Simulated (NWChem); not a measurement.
C2HBrClF; SMILES F/C=C(\Cl)Br

```xyz
6

F     -1.2110    -2.4281     0.0000
C     -1.2039    -1.1087     0.0000
C     -0.0667    -0.4060     0.0000
Cl     1.4683    -1.1619     0.0000
Br    -0.1147     1.4683     0.0000
H     -2.1920    -0.6430     0.0000
```
Atoms are numbered in this order, from 1.

Level: PBE0/def2-SVP (NWChem), optimised geometry, unscaled harmonic frequencies. This build's default masses of Se (78.918 u) and Br (79.917 u) are each other's, which moves their modes by up to 0.6 %.

### Question
List the harmonic frequencies with IR intensities, and the thermochemistry.

### Answer
| frequency (cm⁻¹) | IR intensity (km/mol) |
|---|---|
| 190 | 2.1 |
| 235 | 0.1 |
| 252 | 1.0 |
| 377 | 0.5 |
| 461 | 10.9 |
| 680 | 27.6 |
| 847 | 12.3 |
| 939 | 126.7 |
| 1218 | 145.3 |
| 1310 | 11.4 |
| 1747 | 46.4 |
| 3249 | 5.0 |

```json
{
  "zero_point_energy": "16.4 kcal/mol",
  "thermal correction to the enthalpy at 298.15 K (with zero-point energy)": "20.3 kcal/mol",
  "heat capacity Cv": "16.5 cal/(mol K)",
  "entropy at 298.15 K and 1 atm (symmetry number 1)": "77.7 cal/(mol K)",
  "dipole_moment": "1.21 D"
}
```

Rigid rotor and harmonic oscillator.
